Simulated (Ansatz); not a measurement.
`C[N][Si](F)(F)F`, charge 0, multiplicity 2.

(1) Give a relaxed structure at PBE0-D4/def2-TZVP (the Gaussian-basis code of Ansatz). (An estimate is asked.)

## Answers

(1) The calculation gave: 
Z-matrix (Å, degrees):
```
C
N 1 1.415
H 1 1.105 2 107.4
H 1 1.097 2 115.2 3 -118.0
H 1 1.094 2 111.1 3 115.4
Si 2 1.704 1 125.4 3 87.3
F 6 1.570 2 109.3 1 138.2
F 6 1.573 2 109.4 1 -103.1
F 6 1.579 2 114.7 1 17.8
```
This is one stationary point; other conformers may exist.
